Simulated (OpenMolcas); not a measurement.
Predicting a hybrid from its neighbours: Si5H10

Si5H10: 15 atoms, total charge 0, spin state singlet. As SMILES, `[SiH2]1[SiH2][SiH2][SiH2][SiH2]1`. The shape is that of a PBE0-D4/def2-TZVP optimisation. This is one conformer, not always the lowest.

The vertical energy of the triplet above the singlet y, in eV, basis 6-31G(d); a is the functional's share of exact exchange. Programs: OpenMolcas 26.06.

```
functional     program     a  y (eV)
      BLYP  OpenMolcas     0    5.18
       PBE  OpenMolcas     0    5.13
     B3LYP  OpenMolcas   0.2       ?
      PBE0  OpenMolcas  0.25    5.54
     BHLYP  OpenMolcas   0.5    5.97
```

**Question.** Fit y = c + s·a to the known rows and predict B3LYP.

**Answer.** 
1. Means of the 4 rows: a = 0.1875, y = 5.455.
2. Σ(Δa)² = 0.17188, Σ(Δa·Δy) = 0.27875, so the slope is 0.27875/0.17188 = 1.6218.
3. Intercept: 5.455 − (1.6218) × 0.1875 = 5.151. The largest residual of the fit is 0.029.
4. B3LYP: 5.151 + (1.6218) × 0.2 = 5.48 eV.

The run gave 5.53 eV, so the prediction is off by -0.05 eV, more than the largest residual.
